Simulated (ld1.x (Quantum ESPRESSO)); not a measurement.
Configuration tests for magnesium (ultrasoft)

| Item | Value |
| --- | --- |
| Element | Mg (Z = 12) |
| Generator | ld1.x (Quantum ESPRESSO) 7.5 |
| Type | ultrasoft |
| Functional | PBEsol |
| Relativity | scalar-relativistic |
| Frozen core | [He] |
| Valence charge | 10 |
| Reference configuration | 2s2 2p6 3s2 3p0 |
| Partial waves | 2s (bound): rcut 0.95, rcutus 1.05 bohr; 3s (bound): rcut 0.95, rcutus 1.05 bohr; 2p (bound): rcut 1.05, rcutus 1.15 bohr; 3p (bound, empty): rcut 1.05, rcutus 1.15 bohr |
| Local potential | all-electron potential smoothed inside 1.10 bohr (lloc = -1) |
| Core correction | a·sin(br)/r model core inside 0.75 bohr |
| Augmentation charge | PSQ, radius 0.85 bohr |

Energies are relative to the spin-unpolarised reference configuration 2s2 2p6 3s2 3p0; without spin polarisation the order of configurations can differ from experiment. The frozen-core shift is the all-electron ΔE with the core orbitals held at their reference shape minus the fully relaxed ΔE.

```tsv
valence configuration	charge	ΔE all-electron (eV)	error AE − PS (meV)	frozen-core shift (meV)
2s2 2p6 3s1 3p0	+1	7.920	0.0	0.0
2s2 2p6 3s0 3p0	+2	22.737	-0.2	0.0
2s2 2p5 3s2 3p0	+1	58.455	+107	+0.4
2s2 2p6 3s0 3p2	0	7.126	+0.2	0.0
2s1 2p6 3s2 3p0	+1	91.198	+4.2	+1.0
2s2 2p6 3s1 3p1	0	3.474	+0.1	0.0
```

Task: What are ΔE and the potential's error for 2s2 2p6 3s1.5 3p0?

Result: ΔE = 3.129 eV all-electron; the error (AE − PS) is 0.0 meV.

Levels in the configuration 2s2 2p5 3s2 3p0:

```tsv
level	all-electron (eV)	pseudo (eV)
2s	-103.756	-103.660
2p	-71.109	-70.858
3s	-14.168	-14.168
```
